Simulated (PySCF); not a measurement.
H₆Te, SMILES [TeH6].

The structure is a stationary point at B3LYP-D3(BJ)/def2-TZVP. The def2 effective core potentials stand for the cores of Te; spin–orbit coupling is left out.

Two levels are set side by side: PBE/def2-TZVPD (PySCF) and PBE0/def2-TZVPD (PySCF). Same geometry, gas phase. Differences are taken from unrounded values.

```csv
quantity,PBE0
orbital gap (eV),5.28
highest occupied level (eV),-7.18
lowest empty level (eV),-1.89
mean polarisability (bohr³),57.4
```

Question: What does PBE give, and how far is it from PBE0? (Estimate from the structure and the level; the computed values follow.)

Answer: 
| quantity | PBE | PBE minus PBE0 |
|---|---|---|
| orbital gap (eV) | 3.43 | -1.85 |
| highest occupied level (eV) | -6.12 | 1.06 |
| lowest empty level (eV) | -2.69 | -0.79 |
| mean polarisability (bohr³) | 58.9 | 1.4 |

Without exact exchange PBE keeps part of each electron's self-repulsion, which lifts occupied levels and narrows the gap. Differences between two approximate levels are no errors against the true value.

Rough cost on one machine, each run with all the roots and properties that it gave: PBE0 against PBE within a factor of 2.
